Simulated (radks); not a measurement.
Values are calculated unless marked as measured or tabulated.
Problem. These are the eigenvalues of the occupied orbitals of an atom or ion with whole-number occupations (Ry). Code: a radial shooting solver on a logarithmic mesh with Libxc functionals. Model: Dirac Kohn-Sham, PBE, spin-unpolarised, spherical densities, point nucleus.

1s1/2: -610.1225
2s1/2: -78.94957
2p1/2: -69.72223
2p3/2: -68.43811
3s1/2: -14.52956
3p1/2: -11.67511
3p3/2: -11.49861
3d3/2: -6.78931
3d5/2: -6.76531

Which element is it, and in what charge state? The configuration may be excited. Open shells, if any, fill j = l - 1/2 first.

Solution. Z = 28, nickel, charge +5: Ni5+ in [Ar] 3d5. The list shows which subshells hold electrons but not how many an open one holds; the 1s level, -305.06 hartree, gives Z - s = 24.7 by -(Z - s)^2/2, which with screening and relativity narrows Z to a few neighbours, and the depths of the outer levels then fix element, charge and occupations together.
